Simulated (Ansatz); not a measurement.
Ideal-gas functions of BF2H3OSi (`O[SiH2]B(F)F`) at 800 K and 1 bar, from an Ansatz frequency run at PBE0-D4/def2-TZVP.

Molar mass 95.92 g/mol, point group C1 (symmetry number 1), electronic degeneracy 1, moments of inertia 72.164, 217.056, 281.98 u Å². Harmonic wavenumbers (cm⁻¹, unscaled): 47, 102, 186, 283, 343, 386, 611, 638, 731, 814, 887, 914, 949, 1262, 1368, 2194, 2247, 3926.

Use S(trans) = R[1.5 ln M + 2.5 ln T − 1.1517]; rotational temperatures θ = 24.2544 K / I; S(rot) = R[ln(√π/σ · √(T³/θAθBθC)) + 1.5]; for each mode x = 1.438777 ν̃/T, S = R[x/(eˣ − 1) − ln(1 − e⁻ˣ)] and H = RT x/(eˣ − 1); 1 cm⁻¹ = 0.0119627 kJ/mol; R = 8.31446 J/(mol·K).

Q: By hand: the entropy, in J/(mol·K).

A: Translation 186.3. Rotation: θ = 0.3361, 0.1117, 0.086 K, giving 124.4. Vibration, mode by mode: 28.86, 22.43, 17.46, 14.02, 12.46, 11.51, 7.94, 7.61, 6.61, 5.85, 5.26, 5.06, 4.81, 3.08, 2.65, 0.81, 0.75, 0.06, in all 157.2. Electronic 0.0. Sum 467.9 J/(mol·K).

Q: By hand: H − E and G − E in kJ/mol, counted from the electronic energy.

A: Zero-point energy ½ × 17888 × 0.0119627 = 107.0; thermal vibration 58.0; translation, rotation and pV give 4 RT = 26.6. H − E = 191.6 kJ/mol, and G − E = 191.6 − 800 × 467.9/1000 = -182.7 kJ/mol.

Vibration gives 34 % of the entropy, 51.3 J/(mol·K) of it from the modes under 150 cm⁻¹: soft modes count most, and the harmonic formula is weakest for them. The sum counts one conformer and one mirror image; others add a mixing term.
